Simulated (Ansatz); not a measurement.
Cd4S5, relaxed as a singlet with RKS PBE-D4/def2-SVP in Ansatz, starting from the GFN1-xTB geometry. Force threshold 0.02 eV/Å.

In the def2 sets Cd takes a core potential; there is no spin–orbit coupling. Another isomer (singlet) lies 2.12 eV lower at PBE0-D4/def2-TZVP; other spin states weren't run for this one.

Start:

Cartesian coordinates in Å:
```
Cd 1.479 -0.408 -2.270
Cd -2.287 0.361 -0.199
Cd 3.238 1.047 -0.320
Cd -0.304 -2.054 -0.522
S 0.300 1.958 1.358
S 0.995 -1.307 1.473
S -0.514 2.043 -0.535
S -2.638 -1.794 -1.108
S -0.269 0.153 2.122
```

(1) Estimate the energy that the relaxation releases and the steps that it takes.

(2) Does the start keep its bonding?

(3) Predict the relaxed structure.

Results:

(1) 0.24 eV, in 9 steps; 56 s on 4 threads of Intel Xeon on a shared host. No frequencies were taken in this run, so the end may be a saddle point.

(2) By distances, no bond broke or formed. The bond that changes most is Cd1–Cd3, from 3.00 to 3.10 Å (atoms count from 1).

(3) 
```
atom   x (Å)   y (Å)   z (Å)
 Cd1   1.270  -0.351  -2.157
 Cd2  -2.091   0.394  -0.598
 Cd3   3.193   1.144  -0.244
 Cd4  -0.345  -2.083  -0.467
  S5   0.261   1.953   1.421
  S6   1.128  -1.435   1.450
  S7  -0.435   2.178  -0.597
  S8  -2.752  -1.855  -0.908
  S9  -0.229   0.055   2.101
```
Bond lengths (bridged metal pairs left out): 4 × Cd–S 2.36 to 2.50 Å; 3 × S–S 2.07 to 2.15 Å; 2 × Cd–Cd 2.91 to 3.10 Å.
